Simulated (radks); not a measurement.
Q: The table gives one normalised radial function P(r) = r R(r) of Sm19+ in [Kr] 4d7 (r in bohr). Calculated with a radial shooting solver on a logarithmic mesh with Libxc functionals: scalar-relativistic Kohn-Sham, PBE, spin-polarised, spherical densities, finite nucleus; open shells are filled with parallel spins first (spin-orbit coupling, left out, can overturn this in heavy ions); Fermi nuclear charge, rms radius 5.0819 fm.

r	P
0.002183	0.0095
0.002775	0.0143
0.003556	0.0219
0.004557	0.0333
0.005839	0.0505
0.007483	0.0759
0.009589	0.1126
0.01229	0.1644
0.01575	0.2345
0.02018	0.3241
0.02565	0.4255
0.03287	0.5317
0.04212	0.6102
0.05398	0.6140
0.06917	0.4861
0.08864	0.1871
0.1136	-0.2566
0.1456	-0.7058
0.1865	-0.9164
0.2371	-0.6732
0.3039	0.0574
0.3894	0.9549
0.499	1.5101
0.6395	1.4283
0.8195	0.9002
1.05	0.3728
1.346	0.0943
1.724	0.0129

Which n and l does it have? It may be an empty orbital.

A: n = 4, l = 1: the number of nodes gives n - l - 1 = 2, the rise at small r (about r^(l+1), flatter next to the nucleus through relativity) gives l, and the extent must fit the shell. The curve is that of 4p down; the table hardly tells the two spins apart. 4p down: eigenvalue -689.31 eV, 2 radial nodes at r = 0.0991, 0.299 bohr, <r> = 0.576 bohr, 90 % of the charge inside 0.828 bohr.
